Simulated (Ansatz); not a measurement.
Steps of a relaxation of CH₃ClOSi (`ClC1O[SiH2]1`) with RKS PBE-D4/def2-SVP.

```sh
$ ansatz run in.yaml --threads 2 --pin off --events-out ev --progress --plain --max-ram 4352MiB
```

```yaml
crystal:
  periodic: [false, false, false]
  atoms:
    - {symbol: Cl, position_ang: [-0.631400, -1.724900, 1.422500]}
    - {symbol: C, position_ang: [0.361300, -0.747800, 0.385500]}
    - {symbol: O, position_ang: [0.030900, -0.618900, -1.010300]}
    - {symbol: Si, position_ang: [-0.169000, 0.857200, -0.299800]}
    - {symbol: H, position_ang: [1.400200, -0.812400, 0.678000]}
    - {symbol: H, position_ang: [-1.697500, 1.142800, -0.413600]}
    - {symbol: H, position_ang: [0.766800, 1.836000, -0.807900]}
basis:
  gaussian: {orbitals: def2-SVP}
hamiltonian: {xc: pbe, dispersion: d4}
relax: {f_tol: 0.03, max_steps: 200}
```

Positions (Å) and forces (eV/Å) along the path, 7 of 7 steps:

```xyz
7
step=1 energy=-23510.4989 eV
Cl   -0.631   -1.725    1.423   -0.492   -0.598    0.208
C     0.361   -0.748    0.386   -0.454    1.022   -0.212
O     0.031   -0.619   -1.010    0.949   -2.722   -0.409
Si   -0.169    0.857   -0.300   -2.485    1.677    0.426
H     1.400   -0.812    0.678    0.951   -0.542   -0.167
H    -1.698    1.143   -0.414    0.970    0.275    0.361
H     0.767    1.836   -0.808    0.561    0.890   -0.206
7
step=2 energy=-23510.8463 eV
Cl   -0.659   -1.776    1.385   -0.338   -0.205    0.263
C     0.356   -0.698    0.441    0.456    0.288   -0.436
O     0.117   -0.703   -0.978    0.154   -0.707   -0.233
Si   -0.214    0.852   -0.386   -0.778    0.478    0.327
H     1.419   -0.868    0.692    0.018   -0.055    0.104
H    -1.684    1.223   -0.346    0.404   -0.010    0.008
H     0.725    1.901   -0.855    0.082    0.211   -0.033
7
step=3 energy=-23510.8790 eV
Cl   -0.685   -1.746    1.397   -0.151   -0.129    0.102
C     0.371   -0.706    0.426    0.257    0.290   -0.359
O     0.138   -0.728   -0.995    0.025   -0.254    0.041
Si   -0.225    0.840   -0.395    0.008    0.192    0.173
H     1.431   -0.885    0.697   -0.082   -0.049    0.056
H    -1.665    1.225   -0.333   -0.045   -0.022   -0.001
H     0.697    1.931   -0.843   -0.012   -0.028   -0.012
7
step=4 energy=-23510.8728 eV rejected
Cl   -0.719   -1.751    1.374    0.104    0.232   -0.068
C     0.392   -0.686    0.403   -0.135   -0.586    0.377
O     0.149   -0.719   -0.988    0.154    0.066   -0.067
Si   -0.199    0.863   -0.362   -0.361    0.255   -0.274
H     1.419   -0.913    0.734    0.167   -0.016   -0.066
H    -1.654    1.191   -0.298    0.015    0.047    0.034
H     0.673    1.947   -0.909    0.056    0.002    0.065
7
step=5 energy=-23510.8895 eV
Cl   -0.711   -1.723    1.390   -0.009   -0.007    0.001
C     0.389   -0.698    0.407    0.046   -0.033    0.039
O     0.155   -0.728   -0.996   -0.003   -0.003   -0.021
Si   -0.220    0.850   -0.383   -0.011    0.058   -0.009
H     1.433   -0.911    0.711   -0.019    0.004   -0.005
H    -1.669    1.201   -0.312    0.006   -0.004   -0.002
H     0.685    1.941   -0.862   -0.010   -0.016   -0.003
7
step=6 energy=-23510.8896 eV
Cl   -0.713   -1.726    1.388    0.007    0.010   -0.007
C     0.390   -0.698    0.409   -0.004   -0.018   -0.017
O     0.156   -0.725   -0.996    0.004    0.004    0.032
Si   -0.219    0.852   -0.381   -0.003    0.000   -0.012
H     1.433   -0.913    0.713   -0.005    0.002   -0.001
H    -1.668    1.201   -0.310   -0.002    0.000    0.003
H     0.683    1.941   -0.868    0.002    0.002    0.002
7
step=7 energy=-23510.8896 eV
Cl   -0.714   -1.724    1.387    0.000   -0.001   -0.002
C     0.391   -0.699    0.408    0.005    0.005    0.005
O     0.158   -0.725   -0.995   -0.003   -0.007   -0.003
Si   -0.219    0.852   -0.382    0.003    0.004    0.004
H     1.433   -0.914    0.714   -0.003    0.000   -0.002
H    -1.668    1.200   -0.308   -0.001    0.001   -0.002
H     0.682    1.941   -0.869   -0.001   -0.002    0.001
```

Run time 7.5 s (2 threads of an AMD EPYC 7B13 on a shared host); peak host memory 0.16 GiB.
